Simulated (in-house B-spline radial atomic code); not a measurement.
Computed with a B-spline radial atomic code. Model: two electrons, singlet ground state, non-relativistic, full CI in B-splines with partial waves to l = 8 (at full coupling up to 3e-4 hartree above the limit, correlation up to 0.6 % small), density held at that of full coupling by Lieb maximisation.

W(λ) is the mean repulsion in the state of coupling λ less the Hartree energy of the fixed density. Its start is exact exchange, its initial slope is twice the second-order Görling-Levy correlation energy, and its area from 0 to 1 is E_xc. A straight curve means weak, dynamic correlation, and a curve that drops fast and flattens means strong correlation.

Command:
```bash
python run_ac.py task.json out
```
Settings (lengths in bohr, energies in hartree):
```
potential              yukawa
strength               3.61
lmax                   8
second                 1.5
```

Time taken, with all properties: 55 s on 1 thread of Intel(R) Xeon(R) Processor @ 2.30GHz (shared host).

**W = mean repulsion less Hartree energy, and W of three functionals.**

Given: confinement screened point charge; nuclear charge 3.61; screening of the nucleus 1.5 1/bohr; external potential -Z exp(-k r)/r.

Computed: LDA exchange minus exact 227.94 millihartree; SCAN exchange minus exact -16.619 millihartree.

```tsv
coupling	W xc (hartree)	W xc minus exchange (millihartree)	kinetic minus Kohn-Sham (millihartree)	LDA (PW92) W minus its exchange (millihartree)	PBE W minus its exchange (millihartree)	SCAN W minus its exchange (millihartree)
0	-1.7048	0	0	0	0	0
0.02	?	?	?	?	?	?
0.05	-1.7098	-4.997	0.1	-27.11	-4.18	-4.49
0.12	-1.7167	-11.877	0.7	-52.88	-10.12	-10.57
0.25	-1.7291	-24.306	3	-89.9	-21.16	-21.4
0.4	-1.7429	-38.11	7.5	-124.2	-33.73	-33.3
0.6	-1.7605	-55.674	16.2	-162.16	-50.06	-48.3
0.8	-1.7771	-72.34	27.9	-194.48	-65.81	-62.45
1	-1.7929	-88.172	42.1	-222.89	-80.94	-75.86
1.4	-1.8223	-117.56	77.3	-271.48	-109.42	-100.74
2	-1.8615	-156.68	143.5	-330.66	-148.02	-134.03
3	-1.916	-211.19	278.8	-406.98	-203.18	-181.19
4.5	-1.9794	-274.58	514.2	-491.33	-269.77	-237.86
7	?	?	?	?	?	?
10	-2.1131	-408.34	1434.5	-669.6	-423.92	-367.18
```

(1) What belongs in the row 0.02?

(2) What belongs in the row 7?

(3) What is the PBE exchange minus exact?

**Energy parts, natural occupations and partial-wave weights.**

Computed: total energy -3.1373 hartree; exchange energy -1.7048 hartree; kinetic part of the DFT correlation energy 0.042137 hartree; kinetic part over minus potential part 0.47789; Hartree energy 3.4096 hartree; Kohn-Sham kinetic 8.3248 hartree; Lieb Oxford ratio E_xc over LDA exchange 1.1855.

```tsv
natural	occupation of the shell (electrons)
s	1.9926
s	?
p	0.0028112
d	0.00013811
p	0.00012536
s	9.0279e-05
```

(4) What belongs in the row s?

| wave | weight |
| --- | --- |
| s | 0.99843 |
| p | 0.0014753 |
| d | 7.9048e-05 |
| f | ? |
| g | 2.6605e-06 |

(5) What belongs in the row f?

(6) What is the initial slope twice GL2?

(7) What is the correlation energy?

Results:

(1) W xc (hartree): -1.7068; W xc minus exchange (millihartree): -2.007; kinetic minus Kohn-Sham (millihartree): 0; LDA (PW92) W minus its exchange (millihartree): -13.04; PBE W minus its exchange (millihartree): -1.66; SCAN W minus its exchange (millihartree): -1.81.

(2) W xc (hartree): -2.0537; W xc minus exchange (millihartree): -348.91; kinetic minus Kohn-Sham (millihartree): 935.3; LDA (PW92) W minus its exchange (millihartree): -589.15; PBE W minus its exchange (millihartree): -352.57; SCAN W minus its exchange (millihartree): -307.86.

(3) 5.3632 millihartree.

(4) occupation of the shell (electrons): 0.0041348.

(5) weight: 1.1392e-05.

(6) -0.10064 hartree.

(7) -0.046036 hartree.

Half-way to full coupling W has made 53 % of its drop, against 50 % for a straight line, and second-order (GL2) theory, half the initial slope, overshoots the correlation energy by about 9 %: a moderate bend, as in light atoms. Over couplings 0 to 1 the errors in E_xc come to about +139 millihartree for LDA, +10 millihartree for PBE, -11 millihartree for SCAN, so PBE is nearest. In LDA and SCAN the errors of exchange and correlation have opposite signs, so the sum is smaller than the larger of the two.
